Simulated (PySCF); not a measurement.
Input of a run (PBE0-D3(BJ)/def2-TZVP geometry optimisation, gas phase (PySCF 2.14.0)), started from GFN2-xTB:
```
{"job": {"xc": "PBE0", "basis": "def2-TZVP", "d3": "d3bj", "grid": 2, "shake": 0.01, "kind": "geom"}, "charge": 0, "multiplicity": 1}
N      3.327290    -1.686200    -0.351940
C      2.317860    -1.088210    -0.238910
C      1.090840    -0.373500    -0.096170
C      1.171850     0.998550     0.175360
C     -0.058980     1.672020     0.312940
C     -1.268200     1.023100     0.205350
C     -1.283200    -0.352790    -0.056850
O     -2.486220    -0.949510    -0.162970
C     -0.104080    -1.042240    -0.187310
H      2.083390     1.502580     0.279670
H     -0.053980     2.734940     0.538530
H     -2.195800     1.540510     0.325310
H     -2.421790    -1.887390    -0.343560
H     -0.126150    -2.106950    -0.407210
```

Output (energies in Eh, forces in Eh/bohr):
```
step   0  E = -399.40695392  max force = 0.052598
step   1  E = -399.40916080  max force = 0.012516
step   2  E = -399.41021380  max force = 0.012204
step   3  E = -399.41140611  max force = 0.008072
step   4  E = -399.41160224  max force = 0.003101
step   5  E = -399.41158979  max force = 0.004842
step   6  E = -399.41172176  max force = 0.000421
step   7  E = -399.41172240  max force = 0.000176
optimisation converged
```

Q: Summarise the run.

A: The energy falls by 12.5 kJ/mol over 8 energy and gradient evaluations, the largest force component goes from 0.0526 to 1.8e-04 Eh/bohr, and the atoms move by 0.018 Å rms after alignment. The bond that changes most is C4–H10 (aromatic CH carbon to aromatic hydrogen), which lengthens by 0.035 Å. Bonds longer at the end by more than 0.005 Å: 5 of 14; shorter: 4. Among the angles that change most is C7–O8–H13, from 112.9° to 109.8°. The energy rose by more than 1e-6 Eh at step 5. The first step brought 46 % of the lowering.

Q: What are the final bond lengths?

A: N1≡C2 1.152 Å, C2–C3 1.427 Å, C3–C4 1.392 Å, C4–C5 1.386 Å, C5–C6 1.383 Å, C6–C7 1.392 Å, C7–O8 1.351 Å, C7–C9 1.387 Å, C3–C9 1.394 Å, C4–H10 1.082 Å, C5–H11 1.083 Å, C6–H12 1.083 Å, O8–H13 0.961 Å, C9–H14 1.085 Å. Numbering counts from 1 in the input's order; the species is meta-cyanophenol, `N#Cc1cccc(O)c1`.

The run used 309 basis functions and 66 SCF cycles in all. The run took 3.0 min wall, 7.3 min CPU on Intel Xeon Platinum 8488C, 2 threads, no GPU, on a shared host, and the process peaked at 1.9 GiB of memory.

Not checked by PBE0-D3(BJ)/def2-TZVP frequencies. One conformer, not necessarily the lowest.

Conformer computed: `[N:1]#[C:2][c:3]1[cH:4][cH:5][cH:6][c:7]([OH:8])[cH:9]1`: H–O8–C7–C6 180°.
